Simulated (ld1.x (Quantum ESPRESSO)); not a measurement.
# Pseudopotential generation for Mn: PAW, PBE, non-relativistic.

manganese (Mn), PAW, made with ld1.x (Quantum ESPRESSO) 7.5 (PBE, non-relativistic). Core [Ar], reference 3d5 4s0 4p0 (charge +2). Waves: 4s (bound, empty): rcut 1.45, rcutus 1.85 bohr; 4s channel at -0.95 Ry: rcut 1.45, rcutus 1.85 bohr; 4p (bound, empty): rcut 2.15, rcutus 3.00 bohr; 4p channel at -0.7 Ry: rcut 2.15, rcutus 3.00 bohr; 3d (bound): rcut 0.85, rcutus 0.90 bohr; 3d channel at 1.25 Ry: rcut 0.85, rcutus 0.90 bohr. Local part: all-electron potential smoothed inside 2.70 bohr (lloc = -1). Core correction: a·sin(br)/r model core, default radius (ld1.x builds one for every PAW set, though the input has nlcc=.false.). Augmentation charge: PSQ, inside the norm-conserving radii.

All-electron outer shells of the reference configuration (PBE, non-relativistic, ld1.x):

```csv
shell,level (eV),outermost node (bohr),outermost maximum (bohr)
3p,-72.03,0.31,0.75
3d,-24.47,–,0.76
4s,-19.22,1.06,2.30
4p,-13.83,1.14,2.70
```

(1) Estimate the cutoffs (Ry, on a coarse ladder) from which the occupation-weighted sum of valence levels, in a spherical-Bessel basis at the reference potential, stays within 10 and 1 mRy of its value at 400 Ry.

(2) Does the potential have ghost states?

(3) Is the overlap operator S = 1 + Σ q|β⟩⟨β| positive definite (Bessel basis up to 400 Ry)?

Answers

(1) 140 Ry and 230 Ry.

(2) Ghost state, extra bound levels that the all-electron valence spectrum of the same l lacks: s at -27.5 eV. A true bound ghost makes a file unfit for plane-wave use.

(3) Barely: its lowest eigenvalue is 0.001 (s channel).

Test run stopped at test 1 of 7 (negative rho).
